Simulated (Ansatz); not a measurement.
Sr₃⁺ (the lowest doublet isomer of a short search) was relaxed with r2SCAN (def2-TZVP) in Ansatz in these states: charge +1 doublet, charge +1 quartet. The geometries follow in no particular order.

In the def2 sets Sr takes a core potential; there is no spin–orbit coupling.

A:

```csv
atom,x (Å),y (Å),z (Å)
Sr1,2.873,2.378,2.178
Sr2,-2.867,-2.334,-2.233
Sr3,-0.006,-0.044,0.055
```

B:

```xyz
3

Sr    1.970   -1.036    3.353
Sr   -1.980    1.021   -3.469
Sr    0.010    0.015    0.117
```

**Question.** Judge from the bond lengths which geometry belongs to which state (an estimate).

**Answer.** A is the charge +1 doublet (Sr1–Sr3 4.320 Å, Sr2–Sr3 4.320 Å); B is the charge +1 quartet (Sr1–Sr3 3.927 Å, Sr2–Sr3 4.223 Å).

At r2SCAN/def2-TZVP the charge 1 doublet is spin-contaminated (final ⟨S²⟩ up to 0.98, 0.75 for a pure state). At PBE0/def2-TZVP a doublet lies 1.33 eV below the charge +1 quartet. These are the stationary points nearest to one start from a short search; other shapes may lie lower in each state.
